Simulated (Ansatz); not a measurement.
System: VO$_{3}$, net charge 0, doublet state. The spin state was set by rule; other spins were not relaxed. SMILES: [O]=[V]1[O][O]1
Geometry: optimised at B3LYP-D3(BJ)/def2-TZVP (Ansatz, a quantum-chemistry and plane-wave program).

Quantity: atomisation energy (electronic, to ground-state atoms), in kcal/mol. Cores are frozen in the correlated levels unless marked. UHF or UKS for open shells. Spin-orbit coupling is left out. The frozen core is the preceding noble-gas configuration, with the filled d and f shells of earlier blocks. Non-relativistic. The coupled-cluster limit lacks core correlation, which all-electron functionals hold. Basis-set limits of correlation are two-point, X^-3; Hartree-Fock from the larger set. The bracket is a focal-point correction in the basis named. The program attaches cautions to a run behind SCS-MP2/6-31G: large difference.

The UHF reference is spin-contaminated (<S^2> 0.53 over the pure value in the largest basis). The T1 diagnostic of CCSD in the largest basis is 0.085, which is high, so the coupled-cluster rows are less sure than usual.

| level | program | atomisation energy (kcal/mol) |
|---|---|---|
| r2SCAN-D3(BJ)/def2-TZVPD | Ansatz + dftd3 | 376.9 |
| B97M-V/def2-TZVPD | Ansatz | 361.2 |
| B3LYP-D4/def2-TZVPD | Ansatz + dftd4 | 350.7 |
| PBE0-D4/def2-TZVPD | Ansatz + dftd4 | (withheld) |
| PBE0/def2-QZVPP | Ansatz | (withheld) |
| r2SCAN0-D4/def2-TZVPD | Ansatz + dftd4 | 318.5 |
| r2SCAN0/def2-TZVPD | Ansatz | 318.1 |
| HSE06/def2-TZVPD | Ansatz | (withheld) |
| CAM-B3LYP-D3(BJ)/def2-TZVPD | Ansatz + dftd3 | 344.2 |
| LC-wPBE-D3(BJ)/def2-TZVPD | Ansatz + dftd3 | 352.6 |
| LC-wPBE-D4/def2-TZVPD | Ansatz + dftd4 | 353.2 |
| B2GP-PLYP-D4/def2-TZVPD | Ansatz + dftd4 | 343.7 |
| B2PLYP-D4/def2-TZVPD | Ansatz + dftd4 | 357.0 |
| SCS-MP2/6-31G | Ansatz | 221.1 |
| CCSD/def2-TZVPP | Ansatz | 294.0 |
| RI-MP2/CBS(def2-TZVPP,def2-QZVPP)+[CCSD(T)-MP2]/def2-TZVPP | Ansatz | 340.8 |

**Question.** Complete the blanks.

**Answer.** 
- PBE0-D4/def2-TZVPD, atomisation energy (kcal/mol): 346.6
- PBE0/def2-QZVPP, atomisation energy (kcal/mol): 346.9
- HSE06/def2-TZVPD, atomisation energy (kcal/mol): 346.1
